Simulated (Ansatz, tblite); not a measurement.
Isomers of Cu$_{2}$O$_{2}$⁺ (doublet), found by a short tight-binding search and relaxed with PBE-D4/def2-SVP in Ansatz.

The xTB rows come from tblite.

Run but left out: HF/def2-TZVP (A: a determinant that CCSD turns far, T1 0.063); r2SCAN-D4/def2-TZVP, PBE0-D4/def2-TZVP, r2SCAN0-D4/def2-TZVP, CCSD/def2-TZVP, CCSD(T)/def2-TZVP (B: ⟨S²⟩ 1.24 to 1.76, where a pure state has 0.75); MP2/def2-TZVP (A: ⟨S²⟩ 0.97, where a pure state has 0.75).

A: It holds 1 O–O bond.

Other spin states were run for one of them alone.

For B, a quartet lies 0.12 eV below this doublet at PBE0-D4/def2-TZVP. The order below holds within this spin alone and isn't that of the ground states.

A:

```xyz
4

Cu   -0.622   -1.310    1.026
Cu    0.622    1.311   -1.025
O    -0.618   -0.061   -0.453
O     0.618    0.061    0.452
```

B:

```xyz
4

Cu   -0.179   -0.912   -0.819
Cu    0.179    0.912    0.819
O     1.246    0.164   -0.455
O    -1.246   -0.164    0.455
```

**Question.** Estimate which lies lowest at each level, and how far above it the others are (eV).

**Answer.** 
```json
{"level": "GFN1-xTB", "A": "1.23", "B": "0.00"}
{"level": "GFN2-xTB", "A": "0.00", "B": "2.06"}
{"level": "PBE-D4/def2-TZVP", "A": "0.40", "B": "0.00"}
{"level": "revPBE-D4/def2-TZVP", "A": "0.33", "B": "0.00"}
```
Point groups (tolerance 0.1 Å): A D2h, B D2h. Lower isomers may exist.
